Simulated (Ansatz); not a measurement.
The same molecule with X = B, Al, Ga, In. Ansatz, PBE0-D4/def2-TZVP geometries, multiplicity 1.

Elements past krypton have def2 core potentials. Scalar relativity is left out up to krypton.

```csv
X,molecule,mean X–H bond length / Å,mean X–Si bond length / Å,HOMO–LUMO gap (PBE/def2-TZVPP) / eV,HOMO–LUMO gap (ωB97M-V/def2-TZVPP) / eV,size of the dipole moment (PBE/def2-TZVPP) / D
Al,`F[SiH2][AlH2]`,1.588,2.468,3.49,9.03,1.21
Ga,`F[SiH2][GaH2]`,1.571,2.418,3.46,9.15,1.13
In,`F[SiH2][InH2]`,1.727,2.582,3.34,8.70,1.11
```

Task: Give the row for X = B, `B[SiH2]F`. (Estimate.)

Result: Ansatz gave: 
```csv
X,molecule,mean X–H bond length / Å,mean X–Si bond length / Å,HOMO–LUMO gap (PBE/def2-TZVPP) / eV,HOMO–LUMO gap (ωB97M-V/def2-TZVPP) / eV,size of the dipole moment (PBE/def2-TZVPP) / D
B,`B[SiH2]F`,1.196,2.000,3.51,9.99,1.30
```

From B to In the mean X–H bond length isn't monotonic: highest at In, lowest at B; the mean X–Si bond length isn't monotonic: highest at In, lowest at B; the HOMO–LUMO gap (PBE/def2-TZVPP) falls at each step, by 0.17 eV in all; the HOMO–LUMO gap (ωB97M-V/def2-TZVPP) isn't monotonic: highest at B, lowest at In. Bonds lengthen as the atom grows down the group. Dipoles are sizes alone, and their direction can turn along the series.
